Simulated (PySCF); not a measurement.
Computed shifts of a molecule CH6FNO2Si, PBE0/pcSseg-1 in PySCF, GIAO, gas phase, atoms alike by connectivity averaged where their shifts nearly agree, in ppm (number of nuclei): ¹³C: 53.8 (1). ²⁹Si: -59.4 (1). ¹⁵N: 13.5 (1). ¹⁹F: -165.6 (1). ¹H: 3.97 (3), 2.22 (1), 0.94 (1), 0.61 (1). References: ¹³C against TMS (σ = 186.3 ppm); ¹⁷O against H2O (σ = 334.2 ppm); ²⁹Si against TMS (σ = 352.7 ppm); ¹⁵N against NH3 (σ = 267.4 ppm); ¹⁹F against CFCl3 (σ = 167.2 ppm); ¹H against TMS (σ = 31.56 ppm), references at their B3LYP-D3(BJ)/def2-TZVP geometries, non-relativistic. The structure is a stationary point at PBE0-D3(BJ)/def2-SVP. Other conformers were not sampled.

**Question.** Identify the compound among the candidates.
(A) CN[Si](O)(O)F
(B) CO[Si](N)(O)F
(C) NC[Si](O)(O)F
(D) N[Si](O)(O)CF

**Answer.** B, CO[Si](N)(O)F
